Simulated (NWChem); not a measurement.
# BCl$_{2}$F; SMILES ClB(F)Cl

```xyz
4

B      0.0000     0.0000    -0.3489
F      0.0000     0.0000    -1.6596
Cl     1.5210     0.0000     0.5019
Cl    -1.5210     0.0000     0.5019
```
Atoms are numbered in this order, from 1.

All runs: NWChem. Pople sets run with spherical d functions. Coordinates come from a PBE0/def2-SVP optimisation. Vzz is the largest principal value of the second derivative of the potential at the nucleus (NWChem prints the opposite sign); η is the asymmetry. Non-relativistic.

```tsv
level	Vzz B1 (a.u.)	η B1	Vzz Cl4 (a.u.)	η Cl4	relative time
Hartree-Fock/6-31G*	0.321	0.07	2.229	0.42	1
Hartree-Fock/cc-pVTZ	0.348	0.09	2.174	0.45	10
PBE0/6-31G*	0.251	0.02	2.245	0.46	2
PBE0/def2-SVP	0.251	0.01	2.095	0.49	1
```

The last column is a rough cost ratio, cheapest run = 1.
